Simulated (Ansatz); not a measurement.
System: sum formula GeOF, net charge 0, doublet state. It need not be the lowest isomer of its formula. SMILES: [O]=[Ge][F]
Geometry from a B3LYP-D3(BJ)/def2-TZVP (Ansatz, a quantum-chemistry and plane-wave program) optimisation:
```
Ge
O 1 1.6937
F 1 1.7557 2 115.03
```
Charge 0, spin multiplicity 2.

Property: vertical ionisation energy (to the triplet state of charge +1; each state is the SCF solution reached for its spin; for the doublet T1 is 0.091), in eV. Cores are frozen in the correlated levels unless marked. Open shells are spin-unrestricted. No spin-orbit coupling. The frozen core is the preceding noble-gas configuration, with the filled d and f shells of earlier blocks. Non-relativistic. CBS marks a two-point X^-3 extrapolation of the correlation energy; Hartree-Fock from the larger set. [CCSD(T)-MP2]/basis is that difference in the basis named.

```csv
level,program,vertical ionisation energy (eV)
HF/aug-cc-pVDZ,Ansatz,9.92
```

Q: Predict the RI-MP2/CBS(aug-cc-pVTZ,aug-cc-pVQZ)+[CCSD(T)-MP2]/aug-cc-pVTZ result (Ansatz).

A: 11.36 eV
